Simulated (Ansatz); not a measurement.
A run of Ansatz (development build ahead of 0.2.0) on doublet C₇H₇ at this shape:

```csv
atom,x (Å),y (Å),z (Å)
C,0.9981,0.0494,-0.0064
C,0.2929,1.2218,-0.0284
C,-1.1273,1.1679,-0.0262
C,-1.8118,-0.0386,0.0178
C,-1.1324,-1.2275,-0.0468
C,0.2747,-1.2573,-0.0164
C,2.3596,-0.0265,0.0064
H,0.7573,2.1905,0.0175
H,-1.6915,2.1220,-0.0331
H,-2.8975,0.0370,-0.0059
H,-1.6945,-2.2005,-0.0194
H,0.7684,-2.1572,0.0410
H,2.9524,-0.8956,-0.0268
H,2.9506,0.9130,-0.0423
```

Its results:

- Converged: yes
- Reference energy: -265.86159 hartree
- Correlation energy: -0.30183 hartree
- Total energy: -266.16341 hartree
- Spin squared of the determinant: 1.722

**Question.** Which input gives this output? Name the method, the orbitals and the basis set, and write the input.

**Answer.** UHF-MP2 in STO-3G.

```yaml
crystal:
  periodic: [false, false, false]
  atoms:
    - { symbol: C, position_ang: [0.99809, 0.04936, -0.00643] }
    - { symbol: C, position_ang: [0.2929, 1.22184, -0.02836] }
    - { symbol: C, position_ang: [-1.1273, 1.16789, -0.02624] }
    - { symbol: C, position_ang: [-1.8118, -0.03861, 0.01778] }
    - { symbol: C, position_ang: [-1.13243, -1.22755, -0.04683] }
    - { symbol: C, position_ang: [0.27466, -1.25728, -0.01642] }
    - { symbol: C, position_ang: [2.3596, -0.02654, 0.00643] }
    - { symbol: H, position_ang: [0.75734, 2.19054, 0.01745] }
    - { symbol: H, position_ang: [-1.69148, 2.12199, -0.0331] }
    - { symbol: H, position_ang: [-2.89746, 0.03701, -0.00593] }
    - { symbol: H, position_ang: [-1.69454, -2.20048, -0.01941] }
    - { symbol: H, position_ang: [0.76843, -2.15715, 0.04103] }
    - { symbol: H, position_ang: [2.95244, -0.89563, -0.0268] }
    - { symbol: H, position_ang: [2.95059, 0.91304, -0.04235] }
basis:
  gaussian: { orbitals: STO-3G }
magnetization:
  spin_polarized: true
  initial_magnetization: 1
hamiltonian:
  xc: hf
correlation:
  method: mp2
  frozen_orbitals: { C: 1, H: 0 }
```

Caution: the unrestricted determinant is a mixture of spin states.
